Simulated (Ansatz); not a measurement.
Consider the ligand exchange at a Ge–O bond: `C[O][GeH2][OH]` + HI → `[OH][GeH2][I]` + CH₃OH.

Computed with Ansatz on PBE0-D4/def2-TZVP structures; ΔE is electronic, products minus reactants. CCSD(T)/CBS is the MP2 limit (def2-TZVPP, def2-QZVPP) plus CCSD(T) − MP2 in def2-TZVPP, frozen cores. This one scheme is used for every species. DFT in def2-TZVPP. def2 core potentials past Kr. For Ge, I outer-core shells are correlated without core-valence functions, which leaves a few kJ/mol of doubt a bond. Scalar relativity is left out up to krypton. One conformer a species, not always the lowest.

CCSD(T)/CBS gives -53.0 kJ/mol.

Problem. Another level gave -61.4 kJ/mol. Which?
A. ωB97X-V/def2-TZVPP
B. B97M-V/def2-TZVPP
C. PBE0-D4/def2-TZVPP
D. r2SCANh/def2-TZVPP

Solution. C. PBE0-D4 -61.4, ωB97X-V -49.4, r2SCANh -56.2, B97M-V -44.3 kJ/mol.

Largest T1 diagnostic among the species: 0.012.

From r2SCAN to r2SCAN0 (25 % exact exchange), in def2-TZVPP and without D4, ΔE moves by −3.2 kJ/mol. Leaving LDA and LC-ωPBE aside and taking each functional with its dispersion term where it has one, the values, not all of them listed here, spread over 17.8 kJ/mol, from HSE06-D4 to B97M-V. LDA lies +7.2 kJ/mol from PBE without D4. At CCSD(T), def2-SVP lies +13.3 kJ/mol from the extrapolated value and def2-TZVPP +8.9 kJ/mol.
